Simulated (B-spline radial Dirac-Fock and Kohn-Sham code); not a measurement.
## How the settings move the core levels of Ta⁷⁺

ΔSCF core binding energies without Breit or QED terms, calculated with a B-spline atomic structure program. Keys: rel is the Hamiltonian (dirac, or spin-free x2c and nr, where L3 and M5 stand for the whole 2p and 3d shells), method is hf or an exchange,correlation pair (spin-unpolarised, also for the hole states), nuc the nuclear model, radius_factor scales its radius, rmax is the box in bohr, h the logarithmic mesh step, order the B-spline order, points the quadrature points per cell, c_factor scales the speed of light, and damp, ndamp, maxit and tol steer the iteration. The run stops when the commutator error falls below 10·tol·max(1, Z/10), or the numerical noise floor, and the energy has settled to about 1e-8 Ha; the virial ratio is −V/T.

Base input:

```json
{"items": [{"Z": 73, "q": 7, "cfg": [[1, 0, 2], [2, 0, 2], [2, 1, 6], [3, 0, 2], [3, 1, 6], [3, 2, 10], [4, 0, 2], [4, 1, 6], [4, 2, 10], [4, 3, 13], [5, 0, 2], [5, 1, 5]], "A": 181, "rrms": 5.3507, "do": "settings", "holes": ["K", "L3", "M5"],
  "settings": [{"rel": "dirac", "method": "hf", "nuc": "fermi", "radius_factor": 1.0, "rmax": 45.0, "h": 0.3, "order": 8, "points": 10, "c_factor": 1.0, "maxit": 60, "damp": 0.5, "ndamp": 3, "tol": 1e-08}]}]}
```

The ground state converged in 10 iterations, with total energy -15604.18687 Ha, virial ratio 1.89130 and highest orbital energy -137.87 eV. ΔSCF binding energies: K (1s) 67864.3 eV, L3 (2p3/2) 10027.6 eV, M5 (3d5/2) 1857.7 eV.

Changes from the base run:

```
                    changed setting  Δ total energy (Ha)  Δ K (eV)  Δ L3 (eV)  Δ M5 (eV)  iterations
                          order = 9             -0.00004      0.00       0.00       0.00          10
                  method = "wc,pbe"                    ?         ?          ?          ?           ?
     h = 0.5; order = 9; damp = 0.2             +0.53114     +1.15      +1.14      +1.19          11
                     c_factor = 1.5           +484.06731  -3171.43     -21.22     +23.26          10
                        rel = "x2c"            +16.49116    -73.97    +380.52     +23.66          10
                        rmax = 60.0              0.00000      0.00       0.00       0.00          10
nuc = "gauss"; rmax = 60.0; h = 0.5             +0.57287     +0.38      +0.23      +0.70          10
```

Task: What does the change method = "wc,pbe" do?

Result: The total energy moves by -5.47139 Ha and the binding energies by K +40.31 eV, L3 -37.51 eV, M5 -12.40 eV; the run takes 10 iterations.
